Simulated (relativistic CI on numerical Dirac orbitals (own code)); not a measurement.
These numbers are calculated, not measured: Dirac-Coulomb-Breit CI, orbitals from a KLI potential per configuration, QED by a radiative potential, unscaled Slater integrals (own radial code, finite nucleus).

Configurations in the expansion (outside the closed core 1s2): 2s2, 2s 2p, 2p2, 2p 3s, 2p 3p, 2s 3s, 2s 3p, 2s 3d, 2s 4s, 2s 4p, 2s 4d, 2s 4f, 2s 5s, 3s2, 2s 5p, 2s 5d, 2s 5f, 2s 5g, 3s 3p, 3p2. Levels of other configurations are missing.

At this charge energies of transitions that change n are usually good to better than 1 %, and those within a shell (Δn = 0) to a few per cent.

Outline of the computed level scheme of In XLVI. Lowest level of each configuration: 2s2 1S_0 at 0.00 eV; 2s 2p 3P°_0 at 91.67 eV; 2p2 3P_0 at 265.64 eV; 2s 3s 3S_1 at 4373.77 eV; 2s 3p 3P°_0 at 4418.89 eV; 2p 3s 3P°_0 at 4490.72 eV; 2s 3d 3D_1 at 4505.19 eV; 2p 3p 3D_1 at 4524.53 eV; 2s 4s 3S_1 at 5879.46 eV.

Some strong electric-dipole decays among the lowest 36 levels: 2s 3d 3D_3 → 2s 2p 3P°_2 (3.2e+14 s⁻¹); 2s 3d 3D_2 → 2s 2p 3P°_1 (2.7e+14 s⁻¹); 2s 3d 1D_2 → 2s 2p 1P°_1 (2.7e+14 s⁻¹); 2s 3d 3D_1 → 2s 2p 3P°_0 (2.2e+14 s⁻¹); 2s 3d 3D_1 → 2s 2p 3P°_1 (1.7e+14 s⁻¹); 2p 3p 3P_0 → 2s 2p 3P°_1 (1.2e+14 s⁻¹); 2p 3p 1S_0 → 2s 2p 1P°_1 (1.0e+14 s⁻¹); 2p 3p 3D_3 → 2s 2p 3P°_2 (8.7e+13 s⁻¹).

LS names give the leading component of a level, which can be under half, so a name can repeat, a term be missing and a line seem to break the LS rules.
